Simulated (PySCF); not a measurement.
Species: C5H2N2.
Numbering: `[CH:1]#[C:2][CH:3]([C:4]#[N:5])[C:6]#[N:7]` (hydrogens: H8 on C1; H9 on C3)

Cartesian coordinates in Å at the PBE0-D3(BJ)/def2-SVP level; atoms count from 1:
```
atom  x, y, z in Å
C1    -1.731   -1.101    0.470
C2    -0.703   -0.497    0.283
C3     0.551    0.230    0.064
C4     1.000    0.142   -1.337
N5     1.367    0.055   -2.428
C6     0.454    1.636    0.490
N7     0.388    2.733    0.848
H8    -2.648   -1.638    0.636
H9     1.343   -0.237    0.682
```

Method used: PySCF, TDDFT CAM-B3LYP/def2-SVPD, vertical, gas phase, core orbitals frozen in the response.

Kohn–Sham orbitals with the atoms that hold most of them (Löwdin shares over 4%, at most four atoms; ? is withheld):

```json
{"orbital": "LUMO+2", "ε (eV)": "0.50", "atoms": "N5 22%, N7 22%, C4 18%, C6 18%"}
{"orbital": "LUMO+1", "ε (eV)": "0.46", "atoms": "C1 28%, C2 23%, C3 9%, C6 9%"}
{"orbital": "LUMO", "ε (eV)": "?", "atoms": "H9 23%, C3 18%, C2 11%, C6 11%"}
{"orbital": "HOMO", "ε (eV)": "-10.66", "atoms": "?"}
{"orbital": "HOMO-1", "ε (eV)": "-10.72", "atoms": "?"}
{"orbital": "HOMO-2", "ε (eV)": "-11.83", "atoms": "N7 24%, N5 24%, C6 18%, C4 18%"}
{"orbital": "HOMO-3", "ε (eV)": "-11.90", "atoms": "N5 27%, N7 27%, C4 22%, C6 22%"}
```

Question: Which atoms hold the HOMO, and with what shares?

Answer: C1 (bonded to C and H) 41%; C2 (bonded to 2 C) 41%; C3 (bonded to 3 C and H) 7%.

Question: Which atoms hold the HOMO-1, and with what shares?

Answer: C2 (bonded to 2 C) 42%; C1 (bonded to C and H) 40%.

Question: What is the LUMO energy, and the HOMO–LUMO gap?

Answer: ε(LUMO) = 0.29 eV; the gap is 10.95 eV (0.4022 hartree).

Question: How does S1 compare with the orbital gap of 10.95 eV?

Answer: S1 is at 6.45 eV (f = 0.0003), 4.49 eV below the gap, made of HOMO→LUMO+1 (76%). Its leading pair isn't HOMO and LUMO; the energies of that pair differ by 11.11 eV. Without the coupling terms of the response equations the lowest excitation would equal the gap.

Next come S2 at 6.77 eV (f 0.0018), HOMO-1→LUMO+1 (48%), HOMO→LUMO (19%), HOMO→LUMO+4 (14%); S3 at 6.80 eV (f 0.0022), HOMO-1→LUMO (34%), HOMO-1→LUMO+4 (23%), HOMO-1→LUMO+3 (20%); S4 at 7.51 eV (f 0.0005), HOMO-2→LUMO+2 (57%); S5 at 7.58 eV (f 0.0001), HOMO-4→LUMO+2 (31%), HOMO-1→LUMO+2 (14%), HOMO-2→LUMO+1 (12%).
